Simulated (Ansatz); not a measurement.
A nudged elastic band was laid between two geometries of Cl2FHSi + ClH (7 atoms, charge 0, multiplicity 1).

Computed with Ansatz 0.2.0, RKS B3LYP-D4/def2-SVP.

| Quantity | Value |
| --- | --- |
| movable images | 7 |
| climbing image | yes |
| spring | 5.0 eV/Å² |
| optimiser | quadratic models (default) |
| start path | through a guess of the saddle point |
| force threshold | 0.03 eV/Å |
| iteration limit | 60 |
| end points | relaxed |

Initial state:

```xyz
7
Properties=species:S:1:pos:R:3
Si -0.981 -0.153 0.310
F 0.316 -1.128 0.407
Cl -1.304 0.264 -1.663
Cl -0.569 1.546 1.365
H -2.127 -0.871 0.892
H 2.060 -0.339 -0.368
Cl 2.606 0.682 -0.942
```

Final state:

```xyz
7
Properties=species:S:1:pos:R:3
Si -0.684 0.328 -0.330
F 1.375 -1.295 1.335
Cl -2.034 1.067 -1.692
Cl -0.631 1.563 1.302
H -1.050 -1.049 0.031
H 1.835 -0.952 0.602
Cl 1.188 0.339 -1.247
```

Task: What changes between the two ends?

Result: Bonds broken: Si1–F2, H6–Cl7. Bonds formed: Si1–Cl7, F2–H6. Cl2FHSi + ClH becomes Cl3HSi + FH.

Task: Give the energies along the band, and the barrier.

Result: The forces met the threshold. The highest image is number 4 of 0 to 8, 1.65 eV above the first end and 1.17 eV above the last; the last end lies 0.48 eV above the first. A vibrational analysis at the climbing image gives one clearly imaginary mode, 616i cm⁻¹: a first-order saddle point. The orbitals stay closed-shell, which can raise the energy where a bond breaks towards radicals; this wasn't checked here.

```tsv
image	path coordinate (Å)	energy (eV)	Si1–F2 (Å)	H6–Cl7 (Å)	Si1–Cl7 (Å)
0	0.00	0.00	1.63	1.29	3.89
1	0.51	0.05	1.63	1.29	3.69
2	1.01	0.38	1.65	1.30	3.28
3	1.52	1.05	1.70	1.34	2.85
4	2.02	1.65	1.87	1.53	2.47
5	2.42	1.30	2.12	1.78	2.26
6	2.82	0.85	2.46	1.97	2.15
7	3.22	0.56	2.79	2.13	2.10
8	3.61	0.48	3.11	2.35	2.08
```

Task: What is the geometry of the highest image?

Result: 
```xyz
7
Properties=species:S:1:pos:R:3
Si -0.541 0.020 0.028
F 0.785 -1.003 0.858
Cl -1.465 0.658 -1.726
Cl -0.561 1.570 1.370
H -1.452 -1.084 0.379
H 1.593 -0.548 0.150
Cl 1.642 0.387 -1.060
```

Task: What are the harmonic wavenumbers there?

Result: 616i, 32, 167, 194, 214, 387, 446, 515, 572, 731, 818, 886, 1065, 1489, 2297 cm⁻¹.

The run took 2.9 min on 2 threads of Arm Neoverse V1, on a shared host, peak memory 0.24 GiB.
